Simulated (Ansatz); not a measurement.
Ansatz (a program for electronic structure) input file for C3H5NOSi, SMILES N#CC[SiH2]C=O, PBE/def2-TZVPD. Coordinates come from a B3LYP-D3(BJ)/def2-SVP optimisation. The structure was generated by enumeration, and PubChem lists no compound with its InChIKey, so it may never have been made. One conformer was computed; it need not be the lowest.

Ansatz 0.2 input:
```yaml
crystal:
  periodic: [false, false, false]
  atoms:
    - {symbol: N, position_ang: [0.04959120, 3.25968495, 0.00000000]}
    - {symbol: C, position_ang: [0.34916294, 2.13953700, -0.00000000]}
    - {symbol: C, position_ang: [0.67214628, 0.72302921, -0.00000000]}
    - {symbol: Si, position_ang: [-0.87165669, -0.39057592, 0.00000000]}
    - {symbol: C, position_ang: [-0.15482748, -2.18905723, -0.00000000]}
    - {symbol: O, position_ang: [1.04349747, -2.36344130, 0.00000000]}
    - {symbol: H, position_ang: [1.28074970, 0.46742877, -0.88303941]}
    - {symbol: H, position_ang: [1.28074970, 0.46742877, 0.88303941]}
    - {symbol: H, position_ang: [-1.70030719, -0.17197106, 1.21758949]}
    - {symbol: H, position_ang: [-1.70030719, -0.17197106, -1.21758949]}
    - {symbol: H, position_ang: [-0.85170002, -3.07417060, 0.00000000]}
basis:
  gaussian:
    orbitals: def2-TZVPD
hamiltonian:
  xc: {name: PBE}
```

It prints:

```
WARN ansatz: RAYON_NUM_THREADS=2 ignored (pool sized by the plan → 2); use --threads N
Functional definition: PBE
integrals: 0.23 GiB planned
1415 factors; their error is unknown
mean field: 1.61 GiB planned
mean field evaluation 1: about -14584.5412 eV, gradient 7.7e1 eV
mean field evaluation 2: about -14550.7705 eV, gradient 1.4e2 eV
mean field evaluation 4: about -14596.5727 eV, gradient 9.4e0 eV
mean field evaluation 8: about -14596.7996 eV, gradient 1.8e-1 eV
mean field evaluation 16: about -14596.7709 eV, gradient 6.0e-4 eV
mean field -14596.77092397 eV, -536.4214374090 hartree, gradient 2.1e-5 eV, S^2 0.000000; 0 other end points of the search recorded, 0 dependent functions left out
reference -14596.77098577 eV, -536.4214396803 hartree; 26, 26 occupied and 250, 250 virtual orbitals, 1415 factors
Total energy: -14596.77098577 eV, -536.4214396803 hartree
```

The run converged.

Cost: roughly 13 core-seconds.
